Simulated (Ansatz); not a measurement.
Task: Name a neutral molecule of C, F and H with HOMO–LUMO gap (PBE0/def2-TZVPP) between 10.90 and 11.20 eV and size of the dipole moment (PBE/def2-TZVPP) between 1.75 and 2.05 D (Ansatz, PBE0-D4/def2-TZVP geometry).

Result: `FC(F)C(F)C(F)(F)F` (11.04 eV, 1.99 D); `FCC(F)(F)C(F)(F)F` (11.05 eV, 1.77 D). Other molecules can fit too; these were computed, each in one conformer that needn't be the lowest.
